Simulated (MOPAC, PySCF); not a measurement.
[Ti(NH2)4], neutral singlet in the gas phase. 

Z-matrix (Å, degrees):
```
Ti
N 1 1.9005
H 2 1.0231 1 127.95
H 2 1.0252 3 109.14 1 -172.60
N 1 1.9005 2 109.95 3 107.14
H 5 1.0232 1 127.94 2 12.73
H 5 1.0252 6 109.15 1 172.90
N 1 1.9005 2 109.88 3 -12.35
H 8 1.0232 1 127.89 2 -106.76
H 8 1.0251 9 109.15 1 172.55
N 1 1.9006 2 108.61 3 -132.59
H 11 1.0232 1 127.90 2 -133.24
H 11 1.0251 12 109.14 1 -172.79
```
Charge 0, spin multiplicity 1.

All levels are single points at this geometry (TPSS-D3(BJ)/def2-SVP); Pople sets use spherical d functions. Orbital energies aren't observables, and empty levels follow the basis.

B3LYP/3-21G in PySCF gives gap (eV) = 5.67.

### Question
Estimate the gap (eV) from each of these levels: B3LYP-D3(BJ)/def2-TZVP in PySCF; PBE-D3(BJ)/def2-TZVP in PySCF; TPSSh-D3(BJ)/def2-TZVP in PySCF; B3LYP/6-31G* (LANL2DZ on Ti) in PySCF; BP86/6-31G* (LANL2DZ on Ti) in PySCF; PBE/6-31G* (LANL2DZ on Ti) in PySCF; SVWN5/6-31G* (LANL2DZ on Ti) in PySCF; PM6 in MOPAC.

### Answer

```
level                                  gap (eV)
-------------------------------------  --------
B3LYP-D3(BJ)/def2-TZVP in PySCF            5.56
PBE-D3(BJ)/def2-TZVP in PySCF              3.69
TPSSh-D3(BJ)/def2-TZVP in PySCF            4.76
B3LYP/6-31G* (LANL2DZ on Ti) in PySCF      5.43
BP86/6-31G* (LANL2DZ on Ti) in PySCF       3.63
PBE/6-31G* (LANL2DZ on Ti) in PySCF        3.62
SVWN5/6-31G* (LANL2DZ on Ti) in PySCF      3.65
PM6 in MOPAC                               9.25
```
